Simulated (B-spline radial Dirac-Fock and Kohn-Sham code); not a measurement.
Binding energies of Mo³⁹⁺

System: molybdenum as Mo³⁹⁺, configuration [He] 2s1; nuclear rms radius 4.4091 fm (A = 98).

Method: ΔSCF Dirac-Fock with Breit, self-energy and vacuum polarisation, finite nucleus, configuration average. Computed with a radial finite-basis atomic code. Correlation and solid-state effects are left out. Energies are counted from the vacuum level. Subshells whose hole state is unreliable or did not converge are left out.

All terms are in eV, carry their sign (relaxation lowers the binding energy) and add up to the binding energy; ⟨r⟩ is the mean radius of the orbital in the initial state.

```tsv
subshell	−ε (Koopmans)	relaxation	Gaunt	retardation	self-energy	vacuum polarisation	binding energy	⟨r⟩ (bohr)
L1 (2s)	5718.1	-0.01	-2.86	0.32	-2.87	0.31	5713.0	0.142
```

For the deepest level, L1 (2s), the Breit terms make up -0.044 % of the binding energy, QED -0.045 % and orbital relaxation 0.000 %.

Going to the tabulated ground configuration of the next ion removes an electron from L1 (2s), computed at 5713.0 eV. NIST lists 5713.194 ± 0.016 eV as the ionisation energy of this species (theoretical), +0.20 eV from the computed value.
